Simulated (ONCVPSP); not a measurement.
**Before and after: ONCV potential for F**

fluorine (F), optimised norm-conserving Vanderbilt (ONCV), made with ONCVPSP 4.0.1 (PBE, scalar-relativistic). Core none, reference 1s2 2s2 2p3 (charge +2). Waves: 1s+2s: rc 0.40 bohr, ncon 5, nbas 8, qcut 38 1/bohr, 2 projectors; 2p: rc 1.70 bohr, ncon 3, nbas 7, qcut 9 1/bohr, 3 projectors, debl 0.5 Ha. Local part: polynomial inside 0.30 bohr (lpopt 5, dvloc0 0 Ha). Core correction: none.

In the p channel the program set the typed energies aside and used -1.801, 0.250, 0.750 Ha.

All-electron outer shells of the reference configuration (PBE, scalar-relativistic, ld1.x):

| shell | level (eV) | outermost node (bohr) | outermost maximum (bohr) |
| --- | --- | --- | --- |
| 1s | -710.26 | – | 0.11 |
| 2s | -67.99 | 0.24 | 0.73 |
| 2p | -49.00 | – | 0.66 |

Change: s: qcut 23.9.

Cutoffs: the cutoffs (Ha) at which the residual kinetic energy of the hardest occupied pseudo-wave falls to 1 and 0.1 mHa per electron; they do not see the model core or the augmentation charge, which bear on the density cutoff. Errors are all-electron minus pseudo energies relative to the spin-unpolarised reference configuration.

Question: Predict the effect on cutoff, ghosts and configuration errors.

Answer: The potential gets harder (534 Ha and 608 Ha → 966 Ha and 1157 Ha); the errors of the 4 common tests hardly move; neither file shows a bound ghost.

```tsv
quantity	base	changed
cutoff, loose	534 Ha	966 Ha
cutoff, tight	608 Ha	1157 Ha
loose cutoff by channel	s 534 Ha, p 27 Ha	s 966 Ha, p 27 Ha
bound ghosts	none	none
GHOST(+) flags under 300 eV	none	none
error for 1s2 2s2 2p5, meV [ΔE -57.77 eV]	+629	+629
error for 1s2 2s2 2p4, meV [ΔE -38.38 eV]	+246	+246
error for 1s2 2s2 2p2, meV [ΔE 60.64 eV]	+471	+471
error for 1s2 2s1 2p5, meV [ΔE -19.28 eV]	+604	+610
s: phases at 0.41 bohr within 0.05 rad from the reference energy up to (Ha; the scan ends near 5)	to the end of the scan	to the end of the scan
p: phases at 1.73 bohr within 0.05 rad from the reference energy up to (Ha; the scan ends near 5)	to the end of the scan	to the end of the scan
```
